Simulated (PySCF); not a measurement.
Species: C7H5S (doublet state).
Geometry (GFN2-xTB, Å), atoms numbered from 1 in this order:
```
atom  x, y, z in Å
C1     3.6481    0.0878   -0.4154
C2     2.3222    0.1131   -0.3241
C3     1.0857    0.1107   -0.2476
C4    -0.2699    0.1429   -0.1521
C5    -1.1815   -0.8631   -0.4600
C6    -2.5069   -0.4853   -0.2442
C7    -2.6333    0.7917    0.2277
S8    -1.1195    1.5788    0.4208
H9     4.1668   -0.7883   -0.7642
H10    4.2356    0.9464   -0.1410
H11   -0.8696   -1.8247   -0.8254
H12   -3.3490   -1.1293   -0.4276
H13   -3.5331    1.3197    0.4741
```

The hyperfine couplings belong to this conformer and change with its torsions.

Identity: `[CH2]C#CC1=CC=CS1` [radical].

Computed with PySCF 2.14.0, UKS B3LYP, pcH-1 on C H S, non-relativistic, mean-field spin-orbit, GIAO. Isolated species at its GFN2-xTB geometry, gas phase. Couplings are sensitive to structure, and on GFN2-xTB geometries they can be far from those on DFT ones. Stability of the SCF solution: not tested. ⟨S²⟩ is 0.785 where a pure state has 0.75.

Principal values of hyperfine tensors in MHz (contact, dipolar and spin–orbit terms together), for some of the nuclei:

```json
{"atom": "C2", "isotope": "13C", "A1": "-73.37", "A2": "-54.39", "A3": "-33.87"}
{"atom": "C1", "isotope": "13C", "A1": "2.12", "A2": "3.16", "A3": "137.79"}
{"atom": "H10", "isotope": "1H", "A1": "-61.66", "A2": "-41.05", "A3": "-19.14"}
{"atom": "C3", "isotope": "13C", "A1": "1.06", "A2": "11.91", "A3": "107.82"}
{"atom": "C4", "isotope": "13C", "A1": "-52.63", "A2": "-24.88", "A3": "-21.70"}
{"atom": "C5", "isotope": "13C", "A1": "4.95", "A2": "5.36", "A3": "62.49"}
{"atom": "C7", "isotope": "13C", "A1": "1.88", "A2": "2.76", "A3": "58.69"}
{"atom": "C6", "isotope": "13C", "A1": "-28.38", "A2": "-12.63", "A3": "-11.42"}
```

Question: Split each tensor into its isotropic and traceless parts, and turn a_iso into mT with g = 2.0031.

Answer: a_iso is a third of the trace, T = A − a_iso, and a(mT) = a(MHz)/(g × 13.996). The tensors hold a spin–orbit part: the run splits a_iso into a_FC + a_SO, and T includes its anisotropic share.

| atom | a_iso (MHz) | a_FC | a_SO | a_iso (mT) | T1 | T2 | T3 |
| --- | --- | --- | --- | --- | --- | --- | --- |
| C2 | -53.88 | -53.89 | 0.02 | -1.922 | -19.49 | -0.51 | 20.00 |
| C1 | 47.69 | 47.76 | -0.07 | 1.701 | -45.57 | -44.53 | 90.09 |
| H10 | -40.62 | -40.62 | 0.01 | -1.449 | -21.04 | -0.43 | 21.48 |
| C3 | 40.26 | 40.32 | -0.06 | 1.436 | -39.20 | -28.36 | 67.56 |
| C4 | -33.07 | -33.03 | -0.04 | -1.180 | -19.56 | 8.19 | 11.37 |
| C5 | 24.27 | 24.29 | -0.02 | 0.866 | -19.32 | -18.91 | 38.22 |
| C7 | 21.11 | 21.02 | 0.09 | 0.753 | -19.23 | -18.35 | 37.58 |
| C6 | -17.48 | -17.49 | 0.01 | -0.623 | -10.90 | 4.85 | 6.05 |

Question: What spin density at the nucleus of C3 lies behind its contact coupling (g_N = 1.40482)?

Answer: a_FC = 800.24 MHz bohr³ × g_N × ρ(0)/(2S). With a_FC = 40.32 MHz and 2S = 1, ρ(0) = 0.03587 bohr⁻³.

Question: H9 (1H, g_N = 5.58569) isn't in the table. Its spin density at the nucleus is -0.009122 bohr⁻³. What is its contact coupling?

Answer: By the same relation, a_FC = -40.8 MHz. Its full tensor has the principal values -61.70, -41.23, -19.37 MHz.

Question: Name the largest traceless tensor T of the table and describe it.

Answer: C1: -45.6, -44.5, 90.1 MHz, axial, in the ratio −1:−1:+2, the form that spin in one p orbital centred on that nucleus gives.

Question: What first-order splitting does C2 cause when the field lies along A1, A2 or A3 of its tensor (g taken as isotropic, no quadrupole term)?

Answer: 2 lines (I = 1/2), spaced by |A_i|/(g × 13.996): 2.62, 1.94, 1.21 mT along the axes of A1, A2 and A3.
